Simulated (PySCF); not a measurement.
C₆H₁₃FOSi₂.
Atom-mapped SMILES: `[CH3:1][CH2:2][CH2:3][O:4][C:5]1=[C:6]([CH3:7])[Si@H:8]([F:9])[SiH2:10]1`

Cartesian coordinates in Å at the GFN2-xTB level; atoms count from 1:
```
atom  x, y, z in Å
C1    -3.838    0.324    0.391
C2    -2.443    0.930    0.450
C3    -1.392   -0.034   -0.091
O4    -0.130    0.590   -0.036
C5     0.958   -0.219   -0.025
C6     2.228    0.248   -0.119
C7     2.624    1.679   -0.261
Si8    3.291   -1.310    0.006
F9     4.112   -1.639   -1.360
Si10   1.128   -2.118    0.154
H11   -4.108    0.086   -0.636
H12   -3.882   -0.591    0.978
H13   -4.571    1.022    0.786
H14   -2.186    1.182    1.481
H15   -2.407    1.850   -0.136
H16   -1.383   -0.959    0.501
H17   -1.625   -0.300   -1.133
H18    1.744    2.309   -0.376
H19    3.179    2.009    0.618
H20    3.272    1.806   -1.128
H21    4.393   -1.325    0.962
H22    0.426   -2.871   -0.897
H23    0.608   -2.643    1.427
```

Probes without a nucleus sit at each ring's centroid and 1 Å off its mean plane on both sides; NICS is minus the shielding there, NICSzz its component along the normal. Level: GIAO PBE0/pcSseg-1 (PySCF, non-relativistic, gas phase) on the GFN2-xTB geometry, one conformer.

Ring bond lengths (Å), with Mayer bond orders in brackets: C5–C6 1.356 (1.69), C6–Si8 1.889 (0.89), Si8–Si10 2.313 (0.90), Si10–C5 1.915 (0.88).

Question: Give the NICS values of each ring in ppm.

Answer: 
```csv
ring,type,NICS(0),"NICS(1), two faces","NICS(1)zz, two faces",rms pucker (Å),"centre to ring atoms, mean (Å)"
C5–C6–Si8–Si10,"4-membered ring with 2 Si; formal bonds 1 double, 3 single",-4.4,-3.4 / -5.6,4.1 / 0.2,0.00,1.31
```

Question: What can be read from them?

Answer: 
- C5–C6–Si8–Si10: mean NICS(1)zz 2.1 ppm, near zero. Si8, Si10 have four or more neighbours, and the NICS criterion for π rings isn't applied. The two faces differ by 3.9 ppm, so no symmetry operation interchanges them.

Question: What are the shieldings of the ring atoms and their hydrogens in the same run (means over atoms taken as equivalent)?

Answer: 
| atoms | environment | σ isotropic (ppm) | principal values of the symmetric part, first atom (ppm) |
| --- | --- | --- | --- |
| C5 | vinylic carbon bearing oxygen | 2.9 | -80.4, 10.4, 78.7 |
| C6 | fully substituted alkene carbon | 33.4 | -53.0, 27.9, 125.4 |
| Si8 | fluorine-bound silicon | 346.2 | 281.0, 316.5, 441.0 |
| Si10 | SiH2 silicon | 407.3 | 348.6, 396.7, 476.6 |
| H21 | Si–H hydrogen | 25.79 | 22.2, 24.9, 30.3 |
| H22 | Si–H hydrogen | 26.69 | 23.5, 25.4, 31.2 |
| H23 | Si–H hydrogen | 26.77 | 23.2, 25.7, 31.4 |

Hardware: one thread of an Arm Neoverse N1, no GPU, shared host. Cost: 1.8 min, 1.2 GiB resident at most. This is the whole shielding run at PBE0/pcSseg-1, SCF included.
